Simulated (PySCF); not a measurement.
CaCl, SMILES [Cl][Ca], multiplicity 2.

Geometry: PBE0-D3(BJ)/def2-TZVPD. The multiplicity is an assumed one; other spin states were not compared.

Level of theory: IEF-PCM-ωB97X/def2-TZVPD in PySCF 2.14.0.

The values are the electrostatic part of the solvation free energy, E(continuum) − E(gas) at the gas-phase geometry, in a cavity of scaled van der Waals radii (PySCF's table); cavitation and dispersion terms are not included. A continuum can't describe solvent molecules that bind to the metal. The dipole moment in vacuum is 3.66 D.

```
solvent      ε  ΔG(elec) (kcal/mol)  dipole (D)
-------  -----  -------------------  ----------
water    78.36                 -8.0        5.02
toluene   2.37                 -3.8        4.25
benzene   2.27                 -3.7        4.22
```
